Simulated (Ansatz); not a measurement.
Total energies of `[O]=[Mo]([OH])([F])([F])[F]`.

```xyz
7

O    -0.5304   -0.9338   -1.3609
Mo   -0.0773   -0.3219    0.0950
O     0.4118    1.4458   -0.1215
F    -1.7022    0.2460    0.7714
F    -0.2128   -1.5957    1.4255
F     1.7146   -0.7764    0.1400
H     0.3962    1.9360   -0.9496
```

Total charge 0; spin multiplicity 1. Correlated methods include outer-core shells of Mo, which these sets cover unevenly. Mo takes the def2 core potential. The structure was optimised at the PBE0-D4/def2-TZVP level. It is one conformer, not always the lowest. Basis def2-TZVPP, Ansatz 0.2.0.

RPA on PBE orbitals: Hartree–Fock energy of these orbitals -516.35292 Eh, correlation -2.63291 Eh (frozen core).

| functional | energy without D4 (Eh) | D4 term (kJ/mol) |
| --- | --- | --- |
| LDA (SPW92) | -516.17611 | – |
| PBE | -518.83964 | -15.0 |
| revPBE | -519.14311 | -44.6 |
| BLYP | -519.18904 | -33.2 |
| r2SCAN | -519.08349 | -3.5 |
| B97M-V | -519.07575 | – |
| PBE0 | -518.74732 | -12.6 |
| r2SCANh | -519.01812 | -3.7 |
| r2SCAN0 | -518.92317 | -4.1 |
| HSE06 (plane-wave form) | -518.72876 | -11.7 |
| BHLYP | -518.86546 | -18.8 |
| ωB97X-V | -519.00214 | – |
| ωB97M-V | -518.99412 | – |
| B2PLYP | -518.88639 | – |

(1) Give the same for B3LYP, CAM-B3LYP, LC-ωPBE, PBE-QIDH. (An estimate is asked.)

B3LYP takes the VWN-RPA correlation (the form of Gaussian; ORCA's B3LYP/G). HSE06 is the plane-wave form, built on full-range PBE exchange. The double hybrids freeze the cores in their second-order part.

Results:

(1) Computed: 
```
functional  energy without D4 (Eh)  D4 term (kJ/mol)
     B3LYP              -519.23271             -24.4
 CAM-B3LYP              -519.04765             -12.7
   LC-ωPBE              -518.96040                 –
  PBE-QIDH              -518.62632                 –
```

LC-ωPBE has ω = 0.4 bohr⁻¹.
